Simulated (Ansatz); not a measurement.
Au₂O₂⁻. Charge -1, multiplicity 2. Geometry PBE-D4/def2-TZVPD, basis def2-TZVPD, Ansatz.

```csv
atom,x (Å),y (Å),z (Å)
Au1,-0.587,-0.260,0.513
Au2,1.654,0.847,-1.686
O3,1.258,-0.011,0.082
O4,-2.325,-0.576,1.091
```

| run | HOMO (eV) | LUMO (eV) |
| --- | --- | --- |
| A | -0.68 | 0.06 |
| B | -0.81 | 0.20 |
| C | -1.61 | 0.98 |
| D | -3.47 | 2.57 |
| E | -1.42 | 0.85 |

In the def2 sets Au takes a core potential; there is no spin–orbit coupling. LC-ωPBE has ω = 0.4 bohr⁻¹. No other spin state of charge -1 was run. Another isomer (doublet) lies 0.56 eV lower at PBE0-D4/def2-TZVPD; other spin states weren't run for this one.

HOMO and LUMO are taken over both spins.

Q: The runs used LC-ωPBE, PBE, PBE0, r2SCAN, r2SCAN0. Estimate which is which.

A: A PBE (0 % exact exchange); B r2SCAN (0 % exact exchange); C r2SCAN0 (25 % exact exchange); D LC-ωPBE (range-separated); E PBE0 (25 % exact exchange). Exact exchange lowers occupied and raises empty levels; among semilocal functionals meta-GGAs tend to open the gap a little, and such runs are hard to tell apart. The gap grows from 0.74 eV (PBE) to 6.04 eV (LC-ωPBE). At PBE-D4/def2-TZVPD, r2SCAN-D4/def2-TZVPD, r2SCAN0-D4/def2-TZVPD, LC-ωPBE/def2-TZVPD and others the charge -1 doublet is spin-contaminated (final ⟨S²⟩ up to 0.96, 0.75 for a pure state).
